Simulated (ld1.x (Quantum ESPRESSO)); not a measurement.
**tellurium, ultrasoft: configuration errors across variants**

* Element: Te
* Generator: ld1.x (Quantum ESPRESSO) 7.5
* Type: ultrasoft
* Functional: PBE
* Relativity: scalar-relativistic
* Frozen core: [Kr]
* Valence charge: 16
* Reference configuration: 4d10 5s2 5p4
* Partial waves: 5s (bound): rcut 1.70, rcutus 1.95 bohr; 5s channel at -0.4 Ry: rcut 1.70, rcutus 1.95 bohr; 5p (bound): rcut 1.55, rcutus 2.00 bohr; 5p channel at 0.35 Ry: rcut 1.55, rcutus 2.00 bohr; 4d (bound): rcut 1.25, rcutus 1.45 bohr; 4d channel at -0.45 Ry: rcut 1.25, rcutus 1.45 bohr
* Local potential: all-electron potential smoothed inside 1.15 bohr (lloc = -1)
* Core correction: none
* Augmentation charge: PSQ, inside the norm-conserving radii

All-electron excitation energies from the reference (eV): (1) 4d10 5s2 5p3 9.729; (2) 4d10 5s2 5p2 27.653; (3) 4d10 5s2 5p1 54.551; (4) 4d9 5s2 5p5 38.256; (5) 4d9 5s2 5p4 49.254.

The overlap operator is not positive definite (basis up to 400 Ry) in “base”, “core correction a·sin(br)/r model core inside 0.88 bohr”, “local potential all-electron potential smoothed inside 1.10 bohr (lloc = -1)”, “wave 5s channel at -0.4 Ry: rcut 1.70, rcutus 1.95 bohr becomes 5s channel at 2.84 Ry: rcut 1.70, rcutus 1.95 bohr”, “waves 5s (bound): rcut 1.64, rcutus 1.74 bohr; 5s channel at -0.4 Ry: rcut 1.64, rcutus 1.74 bohr”. Such files are unfit for use, however small their errors in these radial tests.

3 further variants failed, have other tests or another functional or relativity, and are left out.

A true bound ghost makes a file unfit for plane-wave use even where its test errors are small: the radial tests pick states by their node count and pass the ghost by.

Errors AE − PS in meV (a dash: test not solved or not reliable):

```tsv
change	(1)	(2)	(3)	(4)	(5)	bound ghosts
base	-2.9	-9.1	-17	+274	+247	s, p (d not tested, overlap not positive)
local potential all-electron potential smoothed inside 2.32 bohr (lloc = -1)	-2.8	-9.0	-17	+249	+221	none
waves 4d (bound): rcut 0.96, rcutus 1.02 bohr; 4d channel at -0.45 Ry: rcut 0.96, rcutus 1.02 bohr	-3.5	-14	-35	-27	-69	s, p
core correction a·sin(br)/r model core inside 0.88 bohr	-3.1	-12	-33	-56	-67	s, p (d not tested, overlap not positive)
local potential all-electron potential smoothed inside 1.10 bohr (lloc = -1)	-2.4	-4.9	+0.6	+615	+622	s, p (d not tested, overlap not positive)
wave 5s channel at -0.4 Ry: rcut 1.70, rcutus 1.95 bohr becomes 5s channel at 2.84 Ry: rcut 1.70, rcutus 1.95 bohr	-2.8	-8.9	-16	+271	+245	s, p (d not tested, overlap not positive)
waves 5s (bound): rcut 1.64, rcutus 1.74 bohr; 5s channel at -0.4 Ry: rcut 1.64, rcutus 1.74 bohr	-2.7	-7.9	-13	+275	+255	s, p (d not tested, overlap not positive)
```

Give the same row for: all radii scaled by about 0.88 (s 1.72, p 1.76, d 1.28 bohr, rcut 1.50/1.36/1.10); local potential all-electron potential smoothed inside 1.00 bohr (lloc = -1).

-2.1, -3.1, +6.8, –, –; bound ghosts: s, d, p.
